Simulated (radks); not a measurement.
Q: The praseodymium ion Pr3+, configuration [Xe] 4f2. Method: Dirac Kohn-Sham, PBE, spin-unpolarised, spherical densities, point nucleus; open shells fill j = l - 1/2 first; computed with a radial shooting solver on a logarithmic mesh with Libxc functionals. Some entries of the table are withheld. Estimate them.

| orbital | occ. | eigenvalue (eV) | <r^2> (bohr^2) |
|---|---|---|---|
| 1s1/2 | 2 | -41809.46 | 0.0007895 |
| 2s1/2 | 2 | -6748.587 | 0.01247 |
| 2p1/2 | 2 | -6379.273 | 0.009132 |
| 2p3/2 | 4 | -5897.068 | 0.01039 |
| 3s1/2 | 2 | -1480.461 | (1) |
| 3p1/2 | 2 | -1323.498 | (2) |
| 3p3/2 | 4 | -1227.978 | (3) |
| 3d3/2 | 4 | -954.2655 | 0.07096 |
| 3d5/2 | 6 | -933.6859 | 0.07306 |
| 4s1/2 | 2 | -318.6232 | 0.4358 |
| 4p1/2 | 2 | -259.8225 | (4) |
| 4p3/2 | 4 | -239.1462 | (5) |
| 4d3/2 | 4 | (6) | 0.5968 |
| 4d5/2 | 6 | (7) | 0.6131 |
| 5s1/2 | 2 | -65.4895 | 2.418 |
| 5p1/2 | 2 | -49.1530 | 2.990 |
| 5p3/2 | 4 | -46.0257 | 3.264 |
| 4f5/2 | 2 | -29.9362 | 1.307 |
| 4f7/2 | 0 | -29.5364 | 1.333 |
| 5d3/2 | 0 | -24.0889 | 5.968 |
| 5d5/2 | 0 | -23.7514 | 6.120 |
| 6s1/2 | 0 | -20.9979 | 12.27 |
| 6p1/2 | 0 | -16.7195 | 15.87 |
| 6p3/2 | 0 | -16.0948 | 16.93 |

A: 
(1) 3s1/2 <r^2> (bohr^2): 0.08466
(2) 3p1/2 <r^2> (bohr^2): 0.07962
(3) 3p3/2 <r^2> (bohr^2): 0.08707
(4) 4p1/2 <r^2> (bohr^2): 0.4641
(5) 4p3/2 <r^2> (bohr^2): 0.5047
(6) 4d3/2 eigenvalue (eV): -142.5492
(7) 4d5/2 eigenvalue (eV): -138.8990
